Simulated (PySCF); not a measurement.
## Dipole moment and polarisability of `[GeH3][CH2][GeH3]`

Species: CH8Ge2.
Cartesian coordinates in Å at the PBE0-D3(BJ)/def2-SVP level; atoms count from 1:
```
atom  x, y, z in Å
Ge1    1.544    0.635   -0.001
C2     0.203   -0.783   -0.145
Ge3   -1.642   -0.173    0.086
H4     2.960    0.056   -0.188
H5     1.294    1.705   -1.082
H6     1.456    1.303    1.385
H7     0.419   -1.554    0.611
H8     0.298   -1.259   -1.134
H9    -1.983    0.886   -0.980
H10   -1.816    0.457    1.481
H11   -2.624   -1.353   -0.054
```

Level: wB97X-D/def2-SVPD (PySCF), static field, nuclei fixed, core orbitals frozen in the response. The polarisability tensor in these axes (au):

```
x   89.99  4.80 -0.68
y    4.80 72.33  0.29
z   -0.68  0.29 68.68
```

Problem. Give the principal values, the mean and the anisotropy Δα = √{½[(α1 − α2)² + (α2 − α3)² + (α1 − α3)²]}.

Solution. Principal values 68.59, 71.19 and 91.23 au; mean 77.00 au = 11.41 Å³ = 12.70 × 10⁻⁴⁰ C²·m²/J; Δα = 21.46 au (28 % of the mean).

Problem. What is the dipole moment, and where does it point?

Solution. (0.17, -0.69, -0.13) D, 0.72 D in size, pointing from the negative to the positive side. Measured along this direction, the outermost atoms are H9, H10, H6 and H5 at the negative end and H8 and H7 at the positive end.

Problem. How large is μ²/3kT at 250 K beside α?

Solution. In Gaussian units μ²/3kT = 5.02 Å³ against 11.41 Å³, a ratio of 0.44; the Debye molar polarisation (4π/3)N_A(α + μ²/3kT) is 41.4 cm³/mol, leaving out the vibrational part.

Problem. Rayleigh depolarisation ratio (linearly polarised light, static tensor)?

Solution. ρ = 3Δα²/(45ᾱ² + 4Δα²) = 1381.5/(266812 + 1842.0) = 0.00514.

Problem. Give the eigenvalues of the traceless quadrupole moment Θ = ½Σq(3rr − r²1), origin at the centre of nuclear charge.

Solution. -2.32, 1.06, 1.26 D·Å. The values depend on the origin, since the dipole doesn't vanish. The electronic extent ⟨r²⟩ about the same centre is 910 bohr², a root-mean-square distance of 1.81 Å for the 78 electrons.

Problem. Refractivity n − 1 of an ideal gas of it at 400 K and 1 atm, from the electronic α?

Solution. N = p/kT = 1.8347 × 10¹⁹ cm⁻³, so n − 1 = 2π × N × 11.41 × 10⁻²⁴ cm³ = 1315 × 10⁻⁶ at long wavelengths, for an ideal gas.

Isolated species at its PBE0-D3(BJ)/def2-SVP geometry, gas phase. The calculation is non-relativistic, for germanium too.

The run behind these numbers computed excited states and ΔSCF ions as well. Hardware: an Arm Neoverse N1 with one thread, shared host with 64 logical CPUs at a one-minute load of 52. Cost: 2.0 min wall, 0.71 GiB resident at most.
